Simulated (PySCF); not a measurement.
One molecule, one basis, several functionals.

Vinyl bromide, C2H3Br.
Numbering: `[CH2:1]=[CH:2][Br:3]` (hydrogens: H4, H5 on C1; H6 on C2)

Structure used (PBE0-D3(BJ)/def2-SVP), in Å, numbered top down from 1:
```xyz
6
C2H3Br angstrom
C     -0.7413   -0.1610   -0.0084
C      0.5056    0.2958    0.0238
Br     2.0211   -0.8095   -0.0914
H     -0.9716   -1.2246   -0.1038
H     -1.5734    0.5450    0.0615
H      0.7594    1.3542    0.1178
```

PySCF, def2-SVPD basis, density fitting, gas phase, PBE0-D3(BJ)/def2-SVP geometry; singlet excitations by full TDDFT with frozen cores, triplets by Tamm–Dancoff TDDFT and ionisation energies by ΔSCF, from the lowest of the holes tried. One functional is left out:

| functional | exact exchange (%) | HOMO energy (eV) | LUMO energy (eV) | lowest singlet excitation (eV) | lowest triplet excitation (eV) | dipole moment (D) | mean polarisability (au) | vertical ionisation energy (eV) |
| --- | --- | --- | --- | --- | --- | --- | --- | --- |
| LDA | 0 | -6.49 | -1.67 | 5.55 | 4.28 | 1.349 | 49.5 | 9.85 |
| PBE | 0 | -6.33 | -1.45 | 5.62 | 4.10 | 1.324 | 49.2 | 9.61 |
| PBE0 | 25 | -7.47 | -0.46 | 5.94 | 4.06 | 1.442 | 47.8 | 9.74 |
| BHandHLYP | 50 | -8.44 | 0.62 | 6.10 | 4.02 | 1.521 | 47.1 | 9.69 |

Problem. Predict the row of B3LYP (20 % exact exchange) by straight lines through the other rows, and check it.

Solution. 
```
                       property   line  computed  computed − line  PBE0 (25 %), for comparison
               HOMO energy (eV)  -7.23     -7.23             0.00                        -7.47
               LUMO energy (eV)  -0.69     -0.69             0.00                        -0.46
 lowest singlet excitation (eV)   5.82      5.78            -0.04                         5.94
 lowest triplet excitation (eV)   4.11      4.12            +0.01                         4.06
              dipole moment (D)  1.414     1.402           -0.012                        1.442
       mean polarisability (au)   48.3      48.4             +0.1                         47.8
vertical ionisation energy (eV)   9.72      9.73            +0.01                         9.74
```

Problem. Which of these properties follows the share of exact exchange most closely, and which least?

Solution. Most closely the HOMO energy, least the vertical ionisation energy; the correlations over the tabulated rows are HOMO energy -0.998, LUMO energy 0.996, dipole moment 0.991, mean polarisability -0.977, lowest singlet excitation 0.977, lowest triplet excitation -0.743, vertical ionisation energy -0.165. The HOMO energy moves by -0.408 eV for every 10 %. Functionals with the same share still differ in their other parts: at 0 % LDA and PBE differ by 0.16 eV in it.
